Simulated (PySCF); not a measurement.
SMILES [OH+]=[Sn] (charge +1) (PBE0/def2-SVP optimised geometry):

```
3

O     -0.461     0.000     0.000
Sn     1.427     0.000     0.000
H     -1.427     0.000     0.000
```

Calculation: PBE0/def2-TZVP, def2 effective core potentials past Kr (PySCF).

**Question.** What are the frontier orbital energies?

**Answer.** HOMO-2 -16.26 eV, HOMO-1 -15.25 eV, HOMO -15.25 eV, LUMO -8.43 eV, LUMO+1 -8.43 eV.

On the same geometry PBE/def2-TZVP, def2 effective core potentials past Kr in PySCF 2.14.0 gives HOMO-2 -15.19 eV, HOMO-1 -13.77 eV, HOMO -13.77 eV, LUMO -9.19 eV, LUMO+1 -9.19 eV.
